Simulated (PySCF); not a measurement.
**Continuum solvent and chemical shifts**

Bonds: C1-C2, C2-C3, C3-C4, C4-C5, C5-C6, C6-N7, C6-C2. C1 carries H8, H9, H10; C2 carries H11; C3 carries H12, H13; C4 carries H14, H15; C5 carries H16, H17; N7 carries H18.

GIAO PBE0/pcSseg-1 in PySCF on one PBE0-D3(BJ)/def2-SVP conformer, non-relativistic, equivalent nuclei averaged. Solvents enter as an IEF-PCM continuum (chloroform with ε = 4.7, water with ε = 78.4) around the gas-phase geometry. Shifts are referred to TMS computed in the same medium.

In chloroform, δ in ppm: C6 201.6, C2 44.8, C5 38.5, C3 37.1, C4 24.9, C1 15.9, H18 9.40, H16 2.47, H17 2.29, H11 1.91, H13 1.87, H14 1.72, H15 1.54, H12 1.15. Dipole moment 3.07 D.

Q: How does each δ change in the more polar medium?

A: 
| atoms | environment | Δδ, water |
| --- | --- | --- |
| C6 | carbon bonded to 2 C, N | +2.6 |
| C2 | carbon bonded to 3 C, H | +0.6 |
| C5 | carbon bonded to 2 C, 2 H | +0.5 |
| C3 | carbon bonded to 2 C, 2 H | +0.2 |
| C4 | carbon bonded to 2 C, 2 H | +0.2 |
| C1 | carbon bonded to C, 3 H | 0.0 |
| H18 | hydrogen on a nitrogen bonded to C | -0.08 |
| H16 | hydrogen on a carbon bonded to 2 C | -0.04 |
| H17 | hydrogen on a carbon bonded to 2 C | 0.00 |
| H11 | hydrogen on a carbon bonded to 3 C | +0.09 |
| H13 | hydrogen on a carbon bonded to 2 C | +0.03 |
| H14 | hydrogen on a carbon bonded to 2 C | +0.01 |
| H15 | hydrogen on a carbon bonded to 2 C | +0.04 |
| H12 | hydrogen on a carbon bonded to 2 C | +0.03 |

Changes are relative to chloroform. The dipole moment becomes 3.33 D in water.

Q: Which of the listed nuclei move most (in ppm), and what does the model miss? (N and O are left out, as their reference compounds move with the solvent too.)

A: C6 (carbon bonded to 2 C, N, +2.6 ppm) in water. A continuum only polarises the solute; specific hydrogen bonds, the anisotropy of aromatic solvents and changes of geometry or conformer are outside it.
